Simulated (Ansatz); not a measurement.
`[SiH3][SiH2]S[SiH3]`, relaxed with RKS PBE0-D4/def2-TZVP in Ansatz 0.2.0 from a PBE-D4/def2-SVP geometry. The force threshold is 0.005 eV/Å; the program also tests the step.

Charge 0, multiplicity 1.

Start:

```xyz
12

Si   -1.270   -0.316   -1.642
Si    0.146    1.246   -0.591
S     1.959    0.311    0.168
Si    1.107   -0.697    1.885
H    -1.733   -1.363   -0.666
H    -2.478    0.398   -2.190
H    -0.539   -0.987   -2.773
H    -0.583    1.947    0.529
H     0.604    2.273   -1.589
H     0.052   -1.689    1.476
H     0.493    0.289    2.840
H     2.244   -1.413    2.551
```

**Question.** How much energy does the relaxation release, and in how many steps? (Best estimate.)

**Answer.** Ansatz gave: 1.04 kcal/mol, in 18 steps, 1 of them rejected.

**Question.** Which bonds change most? (Best estimate.)

**Answer.** Ansatz gave: S3–Si4 from 2.166 to 2.136 Å; Si2–S3 from 2.177 to 2.148 Å; Si4–H11 from 1.504 to 1.484 Å; Si4–H10 from 1.505 to 1.486 Å.

**Question.** Give the relaxed structure. (Best estimate.)

**Answer.** The calculation gave: 
```xyz
12

Si   -1.240   -0.351   -1.732
Si    0.107    1.160   -0.561
S     1.901    0.186    0.108
Si    1.102   -0.595    1.928
H    -1.567   -1.513   -0.865
H    -2.507    0.299   -2.168
H    -0.503   -0.831   -2.931
H    -0.615    1.720    0.617
H     0.532    2.283   -1.437
H    -0.199   -1.269    1.681
H     0.897    0.487    2.923
H     2.091   -1.574    2.439
```
